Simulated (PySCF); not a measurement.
C₃H₉Ge, SMILES C[C](C)[GeH3], multiplicity 2. The structure is a stationary point at PBE-D3(BJ)/def2-SVP. The isomer is the one that the SMILES or the coordinates give; other isomers of the formula were not compared.

Question: Give the equilibrium geometry at PBE-D3(BJ)/def2-SVP (PySCF confirms it by a frequency run) as bond lengths and angles. (An estimate is asked for; the answer gives what the named calculation found.)

Answer: 
Atoms: C1 C2 C3 Ge4 H5 H6 H7 H8 H9 H10 H11 H12 H13. Bond lengths (Å): C1–C2 1.496, C1–H5 1.118, C1–H6 1.115, C1–H7 1.108, C2–C3 1.496, C2–Ge4 1.940, C3–H8 1.118, C3–H9 1.108, C3–H10 1.116, Ge4–H11 1.554, Ge4–H12 1.562, Ge4–H13 1.554. Bond angles (°): C2–C1–H5 111.4, C2–C1–H6 111.3, C2–C1–H7 113.4, H5–C1–H6 105.4, H5–C1–H7 107.1, H6–C1–H7 107.8, C1–C2–C3 117.7, C1–C2–Ge4 121.0, C3–C2–Ge4 121.0, C2–C3–H8 111.4, C2–C3–H9 113.4, C2–C3–H10 111.3, H8–C3–H9 107.1, H8–C3–H10 105.4, H9–C3–H10 107.8, C2–Ge4–H11 109.9, C2–Ge4–H12 112.4, C2–Ge4–H13 109.9, H11–Ge4–H12 107.2, H11–Ge4–H13 110.1, H12–Ge4–H13 107.3.
Charge 0, spin multiplicity 2.
